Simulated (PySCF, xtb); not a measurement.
H₅N₂O₂Ta, SMILES [NH2][Ta]([NH2])(=[O])[OH], multiplicity 1. One conformer was computed; it need not be the lowest.

Harmonic wavenumbers (cm⁻¹) from GFN2-xTB (xtb 6.7.1) at its own minimum, in rising order: 122, 128, 132, 159, 162, 226, 270, 358, 378, 415, 426, 471, 488, 507, 564, 577, 777, 1524, 1526, 3398, 3401, 3430, 3431, 3657.

### Question
What does PBE-D3(BJ)/def2-SVP (PySCF) give at its own minimum? (An estimate is asked for; the answer gives what the named calculation found.)

### Answer
162, 166, 174, 175, 189, 275, 312, 359, 416, 457, 480, 550, 568, 647, 658, 682, 957, 1463, 1465, 3469, 3471, 3564, 3564, 3796. Paired by order, the mean absolute difference is 72 cm⁻¹ and the zero-point energies are 37.9 and 40.1 kcal/mol.
